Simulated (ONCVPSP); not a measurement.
## Ce: excitation energies, all-electron against ONCV

* Element: Ce (Z = 58)
* Generator: ONCVPSP 4.0.1
* Type: optimised norm-conserving Vanderbilt (ONCV)
* Functional: LDA (Perdew-Wang 92)
* Relativity: scalar-relativistic
* Frozen core: [Kr] 4d10
* Valence charge: 12
* Reference configuration: 4f1 5s2 5p6 5d1 6s1 (charge +1)
* Partial waves: 5s+6s: rc 2.05 bohr, ncon 3, nbas 8, qcut 5.2 1/bohr, 3 projectors, debl 2.7 Ha; 5p: rc 2.80 bohr, ncon 4, nbas 8, qcut 4.3 1/bohr, 1 projector; 5d: rc 3.25 bohr, ncon 4, nbas 9, qcut 5.4 1/bohr, 2 projectors, debl 2 Ha; 4f: rc 1.60 bohr, ncon 4, nbas 9, qcut 9.8 1/bohr, 2 projectors, debl 0.6 Ha
* Local potential: polynomial inside 1.45 bohr (lpopt 3, dvloc0 2 Ha)
* Core correction: Teter function, fcfact 6, rcfact 1.35

Energies are relative to the spin-unpolarised reference configuration 4f1 5s2 5p6 5d1 6s1; without spin polarisation the order of configurations can differ from experiment.

Q: Give the all-electron excitation energy and the error of the potential for: 4f1 5s2 5p6 5d1 6s2; 4f1 5s2 5p6 5d1 6s0; 4f1 5s2 5p6 5d0 6s0; 4f1 5s2 5p6 5d1 6s1 6p1.

A:

```csv
valence configuration,charge,ΔE all-electron (eV),error AE − PS (meV)
4f1 5s2 5p6 5d1 6s2,0,-6.265,+0.9
4f1 5s2 5p6 5d1 6s0,+2,11.341,-2.3
4f1 5s2 5p6 5d0 6s0,+3,30.675,+2.4
4f1 5s2 5p6 5d1 6s1 6p1,0,-3.734,+92
```

Levels in the configuration 4f1 5s2 5p6 5d1 6s2:

| level | all-electron (eV) | pseudo (eV) |
| --- | --- | --- |
| 4f | -5.614 | -5.607 |
| 5s | -40.729 | -40.727 |
| 5p | -23.303 | -23.303 |
| 5d | -3.180 | -3.182 |
| 6s | -3.881 | -3.881 |
